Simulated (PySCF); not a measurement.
Compound: C5H9BO3.
Z-matrix (Å and degrees, PBE0-D3(BJ)/def2-SVP geometry), rows numbered from 1:
```
C 
C   1  1.5073
O   2  1.4081  1  108.28
C   3  1.3538  2  117.90  1   178.48
C   4  1.4037  3  117.05  2   164.10
O   5  1.2657  4  123.45  3   175.04
B   6  1.5376  5  116.82  4   -13.97
O   7  1.5202  6  105.20  5    43.09
C   8  1.2777  7  117.42  6   -44.50
H   1  1.0996  2  110.60  3    60.34
H   1  1.0994  2  110.32  3  -179.58
H   1  1.0995  2  110.49  3   -59.56
H   2  1.1082  1  110.71  3  -120.74
H   2  1.1079  1  110.70  3   120.52
H   5  1.1005  4  118.86  3   -10.00
H   7  1.2259  6  106.88  5   -71.59
H   7  1.2093  6  109.01  5   160.54
H   9  1.0983  4  121.47  3     8.02
```

Linear response at CAM-B3LYP/def2-SVPD (PySCF, frozen core in the response, non-relativistic).

Static isotropic polarisability: 87.65 au (12.99 Å³), principal values 64.4, 88.5, 110.0 au.

(1) What is the polarisability at 1064 nm and at the sodium D line?

(2) What is the isotropic C6 coefficient between two such molecules, C6 = (3/π)∫α(iω)² dω?

(3) Which effective excitation energy ω̄ makes London's formula C6 = (3/4)α²ω̄ exact here?

(4) How many electrons N does the Slater–Kirkwood formula C6 = (3/4)·√N·α^(3/2) need to give this C6?

(5) What three-body coefficient follows from the one-pole estimate C9 = (3/4)·α·C6?

(6) How anisotropic is the static polarisability, by Δα² = ½[(α1 − α2)² + (α2 − α3)² + (α3 − α1)²]?

(7) What molar refraction at the D line follows from R = (4π/3)·N_A·α′, with α′ the polarisability volume?

(8) What n − 1 at the D line would an ideal gas of it have at 273.15 K and 1 atm (2.6868 × 10¹⁹ cm⁻³), by n − 1 = 2π·N·α′?

## Answers

(1) 88.79 au at 1064 nm (+1.3 %), 92.01 au at 589.3 nm (+5.0 %). The rise at 589.3 nm is 3.82 times that at 1064 nm; a pure ω² law gives 3.26. The lowest singlet lies at 352 nm, shorter than both wavelengths.

(2) 3152 au (Eh·bohr⁶) by a ten-point quadrature over imaginary frequencies, which is 1880 eV·Å⁶ or 182 J·nm⁶/mol.

(3) ω̄ = 4·C6/(3α²) = 0.547 Eh = 14.9 eV. A one-pole form α(ω) = α/(1 − ω²/ω̄²) fitted to the 1064 nm value gives 10.3 eV. London's choice of the ionisation energy (8.67 eV, ΔSCF at the same level) gives C6 = 1830 au, 42 % too low.

(4) N = (4·C6/3)²/α³ = 26.2; the species has 68 electrons in all.

(5) 207000 au. This is an estimate from the two numbers above, not a computed integral.

(6) Δα = 39.5 au, or 0.45 of the isotropic value.

(7) α′ = 13.63 Å³ gives R = 34.39 cm³/mol, for isolated, non-vibrating species.

(8) 23.02 × 10⁻⁴, a formal value whether or not that pressure can be reached.

One conformer stands for the species.
